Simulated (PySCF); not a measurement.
# `InChI=1S/C6H7F3/c1-3-4-5(2)6(7,8)9/h3H,1-2H3`

Geometry (Å), atoms numbered from 1 in this order:
```xyz
16

C     2.7308    0.2455   -0.2296
C     1.6517    0.2681    0.8097
C     0.3796    0.0656    0.5834
C    -0.8971   -0.1367    0.3532
C    -1.5822   -1.4722    0.4085
C    -1.7756    1.0355    0.0097
F    -1.1123    2.1863   -0.0415
F    -2.7607    1.1751    0.9098
F    -2.3677    0.8546   -1.1799
H     2.3269    0.0213   -1.2259
H     3.4943   -0.5095    0.0174
H     3.2429    1.2202   -0.2732
H     1.9516    0.4839    1.8445
H    -0.8712   -2.2629    0.6772
H    -2.0321   -1.7159   -0.5666
H    -2.3940   -1.4568    1.1523
```

Computed, not measured: TDDFT CAM-B3LYP/aug-cc-pVDZ excited states, vertical, gas phase (PySCF). Geometry: PBE0-D3(BJ)/def2-SVP.

Q: How strongly do the lowest singlets absorb one photon, and two photons of half the energy?

A: δ for parallel linear polarisation; σ at the peak of a Lorentzian of half width 0.1 eV, single beam; Ω is circular over linear.
| state | E (eV) | f | photon λ (nm) | δ (au) | σ (GM) | Ω | main |
| --- | --- | --- | --- | --- | --- | --- | --- |
| S1 | 5.72 | 0.000 | 434 | 0.42 | 0.01 | 1.39 | HOMO→LUMO+4 0.41, HOMO→LUMO 0.27 |
| S2 | 6.17 | 0.000 | 402 | 0.36 | 0.01 | 1.14 | HOMO−1→LUMO+5 0.40, HOMO−1→LUMO+6 0.16 |
| S3 | 6.85 | 0.021 | 362 | 86.7 | 1.49 | 0.29 | HOMO→LUMO 0.37, HOMO−1→LUMO 0.24 |
| S4 | 6.86 | 0.086 | 361 | 60.8 | 1.05 | 0.46 | HOMO−1→LUMO 0.56, HOMO→LUMO 0.20 |
| S5 | 7.18 | 0.012 | 345 | 17.4 | 0.33 | 0.72 | HOMO−1→LUMO+1 0.30, HOMO−1→LUMO+4 0.29 |
| S6 | 7.44 | 0.254 | 334 | 22.3 | 0.45 | 1.46 | HOMO→LUMO+2 0.66, HOMO−1→LUMO+1 0.09 |

Among these, the strongest one-photon state is S6, the strongest two-photon state S3, with a dipole change of 4.2 D (relaxed, norm of the difference vector).
